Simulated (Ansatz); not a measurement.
`CCC(C)(CC(C)(CC(C)(C)C(=O)OCc1ccccc1)C(=O)OC(C)(C)C)C(=O)OCC1CO1` with charge +1. The state is a doublet with charge 1. Geometry PBE-D4/def2-SVP, that of the neutral singlet.

```xyz
77

C    -0.097    3.935   -3.815
C    -0.129    3.201   -2.472
C    -0.190    1.648   -2.568
C    -1.483    1.176   -3.251
C     0.074    0.966   -1.179
C    -1.016    0.859   -0.087
C    -1.800    2.172    0.137
C    -0.366    0.547    1.308
C     0.636   -0.625    1.560
C     0.108   -1.993    1.107
C     2.052   -0.383    0.982
C     0.783   -0.671    3.094
O     0.439   -1.596    3.809
O     1.347    0.469    3.568
C     1.584    0.530    5.000
C     2.921   -0.069    5.362
C     3.035   -1.440    5.671
C     4.286   -1.997    5.972
C     5.437   -1.193    5.965
C     5.333    0.173    5.655
C     4.081    0.729    5.355
C    -2.003   -0.278   -0.436
O    -1.806   -1.143   -1.275
O    -3.106   -0.201    0.337
C    -4.215   -1.171    0.220
C    -3.726   -2.573    0.595
C    -5.223   -0.651    1.247
C    -4.801   -1.119   -1.196
C     1.060    1.232   -3.364
O     2.195    1.579   -3.090
O     0.781    0.397   -4.396
C     1.916   -0.064   -5.149
C     1.398   -1.014   -6.198
C     1.319   -2.462   -5.937
O     2.367   -1.912   -6.739
H    -0.041    5.031   -3.657
H    -1.002    3.738   -4.424
H     0.789    3.649   -4.419
H    -0.996    3.557   -1.885
H     0.780    3.466   -1.893
H    -1.522    0.076   -3.320
H    -2.371    1.514   -2.679
H    -1.565    1.589   -4.274
H     0.402   -0.071   -1.387
H     0.949    1.487   -0.744
H    -1.095    3.006    0.322
H    -2.432    2.437   -0.732
H    -2.467    2.080    1.014
H     0.140    1.481    1.633
H    -1.219    0.405    2.006
H     0.782   -2.797    1.464
H     0.041   -2.049    0.006
H    -0.893   -2.199    1.531
H     2.764   -1.124    1.401
H     2.428    0.626    1.238
H     2.066   -0.497   -0.117
H     1.555    1.610    5.238
H     0.757    0.007    5.519
H     2.131   -2.067    5.656
H     4.363   -3.068    6.215
H     6.419   -1.632    6.203
H     6.232    0.808    5.651
H     4.000    1.802    5.114
H    -4.583   -3.276    0.593
H    -2.968   -2.937   -0.122
H    -3.288   -2.572    1.614
H    -5.545    0.379    0.993
H    -6.119   -1.303    1.268
H    -4.776   -0.636    2.260
H    -4.079   -1.498   -1.941
H    -5.080   -0.080   -1.461
H    -5.718   -1.741   -1.238
H     2.440    0.805   -5.602
H     2.644   -0.572   -4.482
H     0.697   -0.571   -6.935
H     1.621   -2.849   -4.944
H     0.568   -3.072   -6.475
```

Single mean-field runs in def2-SVP are fitted with def2-universal-jkfit. At HF/def2-SVP the charge 1 doublet is spin-contaminated (final ⟨S²⟩ up to 0.88, 0.75 for a pure state). At PBE-D4/def2-SVP an occupied level of the charge 1 doublet lies above an empty one (by up to 0.03 eV), so this SCF solution is probably not the lowest. At PBE-D4/def2-SVP the gap within one spin of the charge 1 doublet nearly closes, so an electron or hole may be smeared out by delocalisation error.

Question: Estimate the α-spin orbital energies around the gap (eV) in Ansatz with HF/def2-SVP, PBE-D4/def2-SVP, PBE0-D4/def2-SVP.

Answer: 
```json
{"orbital": "HOMO−5", "HF/def2-SVP": "-13.99", "PBE-D4/def2-SVP": "-9.62", "PBE0-D4/def2-SVP": "-11.14"}
{"orbital": "HOMO−4", "HF/def2-SVP": "-13.75", "PBE-D4/def2-SVP": "-9.47", "PBE0-D4/def2-SVP": "-11.01"}
{"orbital": "HOMO−3", "HF/def2-SVP": "-13.68", "PBE-D4/def2-SVP": "-9.34", "PBE0-D4/def2-SVP": "-10.83"}
{"orbital": "HOMO−2", "HF/def2-SVP": "-13.45", "PBE-D4/def2-SVP": "-9.30", "PBE0-D4/def2-SVP": "-10.81"}
{"orbital": "HOMO−1", "HF/def2-SVP": "-13.41", "PBE-D4/def2-SVP": "-9.27", "PBE0-D4/def2-SVP": "-10.61"}
{"orbital": "HOMO", "HF/def2-SVP": "-13.14", "PBE-D4/def2-SVP": "-9.20", "PBE0-D4/def2-SVP": "-10.55"}
{"orbital": "LUMO", "HF/def2-SVP": "-3.49", "PBE-D4/def2-SVP": "-4.44", "PBE0-D4/def2-SVP": "-4.24"}
{"orbital": "LUMO+1", "HF/def2-SVP": "-1.80", "PBE-D4/def2-SVP": "-4.11", "PBE0-D4/def2-SVP": "-3.76"}
{"orbital": "LUMO+2", "HF/def2-SVP": "0.55", "PBE-D4/def2-SVP": "-4.07", "PBE0-D4/def2-SVP": "-3.03"}
{"orbital": "LUMO+3", "HF/def2-SVP": "1.47", "PBE-D4/def2-SVP": "-3.97", "PBE0-D4/def2-SVP": "-2.71"}
{"orbital": "LUMO+4", "HF/def2-SVP": "1.59", "PBE-D4/def2-SVP": "-3.85", "PBE0-D4/def2-SVP": "-2.56"}
{"orbital": "LUMO+5", "HF/def2-SVP": "1.86", "PBE-D4/def2-SVP": "-2.17", "PBE0-D4/def2-SVP": "-1.20"}
{"orbital": "β HOMO", "HF/def2-SVP": "-13.14", "PBE-D4/def2-SVP": "-9.03", "PBE0-D4/def2-SVP": "-10.00"}
{"orbital": "β LUMO", "HF/def2-SVP": "-6.48", "PBE-D4/def2-SVP": "-9.06", "PBE0-D4/def2-SVP": "-9.57"}
```
